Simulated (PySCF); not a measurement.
C₅H₅F, SMILES C=C(F)CC#C. Atoms are numbered in the order given.

```xyz
11

C      2.4123     0.0172     1.0082
C      1.4678    -0.3530     0.3493
C      0.3275    -0.8001    -0.4444
C     -0.8940     0.0497    -0.2638
C     -2.0897    -0.3471     0.1581
F     -0.6788     1.3225    -0.5997
H      3.2502     0.3489     1.5929
H      0.6081    -0.7851    -1.5133
H      0.0787    -1.8429    -0.1955
H     -2.9144     0.3635     0.2308
H     -2.2564    -1.3870     0.4377
```

Coordinates come from a PBE0-D3(BJ)/def2-SVP optimisation. This is a generated structure with no PubChem entry under its InChIKey; it may be hypothetical. Other conformers were not sampled.

Calculation: SMD-M06-2X/def2-SVP run with PySCF.

Solvation free energies are E(SMD) − E(gas) at the gas-phase geometry, for 1 M in both phases. In vacuum the dipole moment is 1.49 D.

Rank water, N,N-dimethylformamide, toluene by solvation free energy, most negative first.

N,N-dimethylformamide (-4.2 kcal/mol), toluene (-3.2 kcal/mol), water (-1.0 kcal/mol)
